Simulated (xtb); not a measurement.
Harmonic IR lines of one isomer of C₂H₆BN, unscaled. Level of theory: xtb with GFN2-xTB.

| wavenumber (cm⁻¹) | relative intensity |
|---|---|
| 133 | 14 |
| 402 | 5.0 |
| 733 | 33 |
| 794 | 100 |
| 806 | 13 |
| 885 | 19 |
| 1086 | 30 |
| 1152 | 60 |
| 1319 | 63 |
| 1374 | 10 |
| 1457 | 19 |
| 1666 | 85 |
| 2637 | 50 |
| 2677 | 81 |
| 3013 | 16 |
| 3023 | 9.2 |
| 3048 | 11 |
| 3295 | 23 |

Q: Name which structure gives these lines.
A) `BCN=C`
B) `C=CBN`
C) `[H]/N=C(\B)C`
D) `B=NCC`

A: C, `[H]/N=C(\B)C`
